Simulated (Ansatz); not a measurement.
Z-matrix (Å, degrees):
```
Si
N 1 1.756
H 1 1.481 2 109.6
H 1 1.487 2 108.0 3 120.3
H 1 1.486 2 110.5 3 -121.3
Si 2 1.761 1 118.5 3 -152.6
B 2 1.406 1 119.9 3 29.0
Si 6 2.339 2 112.1 1 -166.1
H 6 1.491 2 107.7 1 -44.7
H 6 1.490 2 109.4 1 70.8
H 7 1.200 2 120.0 1 -2.0
H 7 1.201 2 120.1 1 178.0
H 8 1.490 6 107.3 2 172.9
H 8 1.486 6 111.8 2 -68.2
H 8 1.486 6 110.8 2 54.3
```

Charge 0, multiplicity 1.

(1) List the CAM-B3LYP/def2-TZVPP orbital energies in eV (Ansatz). (An estimate is asked.)

## Answers

(1) Ansatz gave: Occupied: -1801.41, -1801.36, -1800.86, -391.43, -185.72, -145.95, -145.91, -145.48, -101.30, -101.27, -101.26, -101.25, -101.22, -101.22, -100.80, -100.80, -100.80, -25.62, -17.84, -17.28, -16.45, -14.70, -13.35, -12.65, -12.59, -11.56, -11.36, -11.19, -11.04, -10.26, -9.90, -9.57. Lowest empty: 0.43, 0.73, 1.27, 1.48, 1.67, 2.03, 2.26, 2.48.
